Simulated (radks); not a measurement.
Species: Ne3+. Configuration: [He] 2s1 2p4 (not the ground configuration). Method: non-relativistic Kohn-Sham, PBEsol, spin-polarised, spherical densities, point nucleus; open shells are filled with parallel spins first; computed with a radial shooting solver on a logarithmic mesh with Libxc functionals.

Unscreened Slater integrals over Kohn-Sham orbitals (hartree). They are taken over the spin-up orbitals.

integral     value
F0(2p,2p)   1.2209
F2(2p,2p)  0.56679
F0(2p,2s)   1.1728
G1(2p,2s)  0.70632
F0(2p,1s)   1.7072
G1(2p,1s)  0.22536
F0(2s,2s)   1.1414
F0(2s,1s)   1.6082
G0(2s,1s)  0.13137
F0(1s,1s)   5.9460

Derived for the open shells (J is the average intra-shell exchange parameter used in DFT+U). 2p: J = F2/5 = 0.1134 hartree; in LS coupling 1D lies 6 F2/25 = 0.1360 hartree above 3P.
